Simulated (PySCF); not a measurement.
## Spinor energies of Au⁶⁴⁺ (gold, charge +64)

Start: [Ne] 3s2 3p3; 3p1/2 filled at m_j = -1/2, +1/2; 3p3/2 filled at m_j = +3/2. Calculated with PySCF 2.14 in an uncontracted even-tempered set (17 s from 21 bohr⁻², ratio 2.4; 14 p from 28 bohr⁻², ratio 2.4; 4 d from 95 bohr⁻², ratio 2.6; 4 f from 140 bohr⁻², ratio 2.6): generalised Hartree-Fock with the X2C-1e Hamiltonian and a Gaussian nucleus; one run each with spin-orbit coupling (SO) switched off, then screened by Boettger's factors.

```
spinor shell  electrons  ε, spin-free (eV)  ε, screened SO (eV)  weight of nominal j (screened SO)  rms radius, screened SO (bohr)
       1s1/2          2           -86536.3             -86492.6                              1.000                          0.0190
       2s1/2          2           -19594.5             -19576.9                              1.000                          0.0758
       2p1/2          2           -17667.9             -19020.1                              1.000                          0.0641
       3s1/2          2            -7832.6              -7825.8                              1.000                           0.183
       3p1/2          2            -7296.5              -7626.7                              1.000                           0.173
       3p3/2          1            -7296.5              -7135.6                              1.000                           0.185
```

Task: Where does 2p3/2 lie, and what is the 2p spin-orbit splitting (screened SO)?

Result: At -17124.3 eV, 1895.8 eV above 2p1/2.

```tsv
quantity	spin-free	screened SO
E (hartree)	-14213.11647	-14256.11839
M_J	3/2	3/2
⟨J²⟩	3.750	3.750
⟨L²⟩	0.000	2.624
⟨S²⟩	3.750	1.494
```

Each row is a mean over spinors that exchange with the open shell spreads, by up to 32.305 eV (3s1/2).

Breit and QED terms are absent; they matter most for the inner s and p1/2 levels.

Densities and radii are taken from the X2C orbitals without a picture-change correction, which distorts them close to the nucleus.

Without spin-orbit coupling the j labels of p, d and f shells carry no meaning; the spin-free column gives the mean over the occupied spinors of each nl shell.
